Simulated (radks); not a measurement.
All-electron atom: S+ in [Ne] 3s1 3p4 (not the ground configuration). All-electron calculation, Dirac Kohn-Sham, PBE, spin-unpolarised, spherical densities, finite nucleus; open shells are shared between the two j in proportion to 2j + 1; Fermi nuclear charge, rms radius 3.2611 fm. Program: a radial shooting solver on a logarithmic mesh with Libxc functionals.

Unscreened Slater integrals over Kohn-Sham orbitals (eV). Large and small components are both included.

F0(3p3/2,3p3/2): 13.109
F2(3p3/2,3p3/2): 6.6087
F0(3p3/2,3p1/2): 13.134
G2(3p3/2,3p1/2): 6.6196
F0(3p3/2,3s1/2): 13.993
G1(3p3/2,3s1/2): 9.2334
F0(3p3/2,2p3/2): 17.908
F2(3p3/2,2p3/2): 2.9454
G0(3p3/2,2p3/2): 1.1749
G2(3p3/2,2p3/2): 1.1660
F0(3p1/2,3p1/2): 13.158
F0(3p1/2,3s1/2): 14.023
G1(3p1/2,3s1/2): 9.2627
F0(3p1/2,2p3/2): 17.969
G2(3p1/2,2p3/2): 1.1672
F0(3s1/2,3s1/2): 15.080
F0(3s1/2,2p3/2): 20.066
G1(3s1/2,2p3/2): 1.4685
F0(2p3/2,2p3/2): 56.401
F2(2p3/2,2p3/2): 26.094
